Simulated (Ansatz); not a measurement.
# SnH2 (SMILES [H][Sn][H]): the energy, rung by rung

SnH2 has 3 atoms, charge 0, and is taken as a singlet. As SMILES, `[H][Sn][H]`. Geometry: a GFN2-xTB relaxation, a rough one for these elements and not checked as a minimum.

| atom | x (Å) | y (Å) | z (Å) |
| --- | --- | --- | --- |
| Sn | 0.0052 | -0.0089 | -0.8701 |
| H | 1.2365 | -0.0178 | 0.4428 |
| H | -1.2416 | 0.0266 | 0.4273 |

Quantity: the energy change with the Sn1–H2 bond stretched from 1.800 to 3.600 Å, in eV. The values are calculated.

| level | kind | program | value (eV) | less FCI/STO-3G | CPU time (all runs) |
| --- | --- | --- | --- | --- | --- |
| BLYP/STO-3G (restricted) | GGA | Ansatz | 4.96 | +1.14 | 2.6 s |
| revPBE/STO-3G (restricted) | GGA | Ansatz | 4.99 | +1.17 | 2.7 s |
| r2SCAN/STO-3G (restricted) | meta-GGA | Ansatz | 5.43 | +1.61 | 7 s |
| BHLYP/STO-3G (restricted) | global hybrid | Ansatz | 6.35 | +2.53 | 2.9 s |
| wB97M-V/STO-3G (restricted) | range-separated hybrid | Ansatz | 6.34 | +2.52 | 26 s |
| wB97X/STO-3G (restricted) | range-separated hybrid | Ansatz | 6.55 | +2.73 | 10 s |
| BCCD(T)/STO-3G (restricted) | coupled cluster or CI | Ansatz | 3.81 | -0.01 | 1.5 s |
| CCSDTQ/STO-3G (restricted) | coupled cluster or CI | Ansatz | 3.82 | 0.00 | 19 s |
| FCI/STO-3G | exact in the basis | Ansatz | 3.82 | 0.00 | 2 s |

FCI/STO-3G is exact within its basis and frozen core, so for wave-function methods in that basis the difference is their error; functionals converge differently with the basis, so for them it is only a difference. All-electron rows without a relativistic Hamiltonian named are non-relativistic. The first shape isn't each level's own minimum. The values span 3.81 to 6.55 eV. All rows use very small basis sets, so even the best lies far from the true value. In the correlated wave-function rows the outer d shell of Sn is correlated, in sets not made for it. Times are those of the runs behind each value, whatever else they computed, on shared processors of several kinds: orders of magnitude only.
